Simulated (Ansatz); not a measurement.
Ansatz (a program for electronic structure) input (CCSD(T)/aug-cc-pVDZ):

Ansatz 0.2 input:
```yaml
crystal:
  periodic: [false, false, false]
  atoms:
    - {symbol: F, position_ang: [-1.05857075, -0.21560565, 0.02076994]}
    - {symbol: C, position_ang: [0.00212202, 0.41286249, -0.01271567]}
    - {symbol: F, position_ang: [1.05629413, -0.22733482, -0.00712790]}
    - {symbol: H, position_ang: [0.00775742, 1.50928936, -0.04648432]}
basis:
  gaussian:
    orbitals: aug-cc-pVDZ
total_charge: 1
magnetization: {spin_polarized: false}
correlation: {method: ccsd_t, electrons: outside_noble_gas}
output: {forces: true}
```

End of the output:

```
integrals: 0.06 GiB planned
741 factors; integrals over basis functions are off by at most 5.3e-4 eV
mean field: 0.16 GiB planned
mean field evaluation 1: about -6444.5252 eV, gradient 5.1e1 eV
mean field evaluation 2: about -6444.5271 eV, gradient 5.1e1 eV
mean field evaluation 4: about -6448.6762 eV, gradient 2.5e0 eV
mean field evaluation 8: about -6448.7012 eV, gradient 1.3e-1 eV
mean field evaluation 16: about -6448.6983 eV, gradient 4.3e-1 eV
mean field -6448.70129900 eV, -236.9854016515 hartree, gradient 1.6e-6 eV, S^2 0.000000; 0 other end points of the search recorded, 0 dependent functions left out
3 core orbitals not correlated
reference -6448.70129900 eV, -236.9854016515 hartree; 9, 9 occupied and 66, 66 virtual orbitals, 741 factors
densities: 0.29 GiB planned
second order -14.07155026 eV of doubles, -0.00000000 eV of singles
coupled cluster: 0.22 GiB planned
cycle   1  -13.88284696 eV  change    1.9e-1 eV  update   1.0e-1
cycle   2  -14.26568282 eV  change   -3.8e-1 eV  update   3.0e-2
cycle   3  -14.36296647 eV  change   -9.7e-2 eV  update   1.8e-2
cycle   4  -14.35015850 eV  change    1.3e-2 eV  update   4.1e-3
cycle   5  -14.34762661 eV  change    2.5e-3 eV  update   1.5e-3
cycle   6  -14.34866103 eV  change   -1.0e-3 eV  update   3.1e-4
cycle   7  -14.34846139 eV  change    2.0e-4 eV  update   8.2e-5
cycle   8  -14.34841325 eV  change    4.8e-5 eV  update   2.5e-5
cycle   9  -14.34842912 eV  change   -1.6e-5 eV  update   7.4e-6
perturbative correction -0.41884543 eV, -0.0153922858 hartree
the calculation of the forces begins
Total energy: -6463.46857356 eV, -237.5280889819 hartree
Atom 0 at    -1.058571    -0.215606     0.020770 Å, force    -0.934694    -0.504156     0.027982 eV/Å
Atom 1 at     0.002122     0.412862    -0.012716 Å, force     0.003814     0.742137    -0.022857 eV/Å
Atom 2 at     1.056294    -0.227335    -0.007128 Å, force     0.929458    -0.514494     0.003391 eV/Å
Atom 3 at     0.007757     1.509289    -0.046484 Å, force     0.001421     0.276513    -0.008516 eV/Å
Dipole moment:     0.002756     0.536226    -0.016515 e Å
```
